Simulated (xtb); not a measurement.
H3OSi, SMILES [O][SiH3] (connectivity only; charge and spin as stated), charge -1, multiplicity 1. All values are semi-empirical tight-binding results from xtb (GFN2-xTB unless named), good for trends rather than for accurate numbers. Coordinates come from a GFN2-xTB optimisation. The spin state was assumed, not searched. The isomer is the one that the SMILES or the coordinates give; other isomers of the formula were not compared.

Computed properties:
The point group as xtb finds it is C3v and the orbital gap is 7.53 eV. The zero-point energy is 14.9 kcal/mol, the G − E(el) at 298.15 K (modified RRHO) is 0.7 kcal/mol and the static polarisability (D4 model) is 47.0 bohr³. The solvation energy, GFN2-xTB/ALPB(water) is -64.1 kcal/mol and the solvation energy, GFN2-xTB/ALPB(acetonitrile) is -60.2 kcal/mol.
